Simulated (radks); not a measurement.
Values are calculated unless marked as measured or tabulated.
All-electron atom: Mg3+ in [He] 2p5 3d2 (not the ground configuration). Code: a radial shooting solver on a logarithmic mesh with Libxc functionals. Model: scalar-relativistic Kohn-Sham, SCAN, spin-polarised, spherical densities, finite nucleus; open shells are filled with parallel spins first; meta-GGA in the generalised Kohn-Sham scheme; Fermi nuclear charge, rms radius 3.057 fm.

Normalised radial functions P(r) = r R(r), r in bohr:

r,2p down
0.008505,0.0044
0.01073,0.0068
0.01363,0.0108
0.0172,0.0168
0.02186,0.0263
0.02757,0.0404
0.03505,0.0623
0.04455,0.0952
0.05618,0.1414
0.07142,0.2093
0.09007,0.2995
0.1145,0.4227
0.1444,0.5714
0.1836,0.7511
0.2315,0.9359
0.2943,1.1111
0.3741,1.2299
0.4718,1.2526
0.5998,1.1554
0.7564,0.9509
0.9616,0.6704
1.213,0.4001
1.542,0.1869
1.944,0.0682
2.472,0.0169
3.142,0.0027
3.963,0.0003
5.037,0.0000
6.353,0.0000

2p down: eigenvalue -128.80 eV, 0 radial nodes, <r> = 0.589 bohr, 90 % of the charge inside 0.975 bohr.

Empty levels of this run are not shown, since the potential may be unsettled where no density lies.
